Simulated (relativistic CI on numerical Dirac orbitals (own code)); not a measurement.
## Slater and spin-orbit integrals, Pb16+

Calculated at this level of theory: Dirac-Coulomb-Breit CI, separate exchange-only KLI orbitals for each configuration, a model potential for QED, unscaled Slater integrals (own radial code, finite nucleus).

Slater integrals F^k, G^k are unscaled and averaged over j, outside the closed core [Kr] 4d10; ζ comes from projecting the Hamiltonian with its Breit term on Σ l·s of the shell.

- 4f14.5s2.5p4: F^2(5p,5p) = 121720, ζ(5p) = 151390 cm⁻¹; <r>(5p) = 0.876, <r^2>(5p) = 0.857 (bohr units).
- 4f14.5s.5p5: G^1(5s,5p) = 157630, ζ(5p) = 150760 cm⁻¹; <r>(5s) = 0.8017, <r^2>(5s) = 0.7157, <r>(5p) = 0.8757, <r^2>(5p) = 0.8565 (bohr units).
- 4f14.5s2.5p3.5d: F^2(5p,5p) = 121810, ζ(5p) = 152130, F^2(5p,5d) = 111230, G^1(5p,5d) = 137640, G^3(5p,5d) = 87743, ζ(5d) = 15165 cm⁻¹; <r>(5p) = 0.8751, <r^2>(5p) = 0.8552, <r>(5d) = 0.9909, <r^2>(5d) = 1.1 (bohr units).

In this model ζ of a weakly bound d, f or g electron outside closed shells comes out too small, for d by up to a factor of two or three and at times with the wrong sign; that of an outer p electron is too small as well.

Averages of the first 10 configurations, taken without configuration mixing, which lowers the lowest level and can move excited configurations by several eV; other configurations of the list can lie among them:

```csv
Configuration,Parity,States,Average energy above the lowest level (eV)
4f14.5s2.5p4,even,15,21.7
4f14.5s.5p5,odd,12,91.0
4f14.5s2.5p3.5d,odd,200,106.1
4f14.5p6,even,1,165.7
4f13.5s2.5p5,even,84,101.2
4f14.5s.5p4.5d,even,300,173.1
4f14.5s2.5p3.5f,even,280,191.5
4f14.5s2.5p3.5g,odd,360,254.1
4f14.5s.5p4.5f,odd,420,259.0
4f14.5s2.5p3.6s,odd,40,171.7
```
